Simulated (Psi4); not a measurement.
methane (CH$_{4}$), singlet, at a GFN2-xTB geometry. Base run: M06-2X/STO-3G in Psi4 1.11.

The Psi4 input:
```
memory 2 GB

molecule mol {
0 1
  C     0.000000    0.000000    0.000000
  H     0.636597    0.627096    0.610389
  H    -0.628026   -0.606917    0.638995
  H     0.612857   -0.642402   -0.618713
  H    -0.621428    0.622223   -0.630670
}

set basis sto-3g
set reference rks

energy('m06-2x')
print_variables()
```

Variants of this job, named by their change:

```
change                                   E (Eh)  core-seconds (rough)
------------------------------------  ---------  --------------------
base                                  -40.02248                     3
functional = revpbe                           ?                     2
functional = dsd-pbep86               -39.88528                     3
functional = bp86                     -40.03378                     2
functional = hf (with energy('scf'))  -39.72701                     2
functional = pw6b95                           ?                     3
functional = b3lyp                    -40.03857                     3
functional = wb97m-v                          ?                    20
functional = m06                              ?                     3
functional = blyp                     -39.99421                     3
functional = wb97x-v                  -40.02574                    20
functional = x3lyp                    -40.01010                     3
functional = b2plyp                   -39.94744                     3
```

Problem. Complete the blanks.

Solution. 
- functional = revpbe, E (Eh): -40.02423
- functional = pw6b95, E (Eh): -40.08579
- functional = wb97m-v, E (Eh): -40.00877
- functional = m06, E (Eh): -39.98488

Total energies compare only within one method and basis.
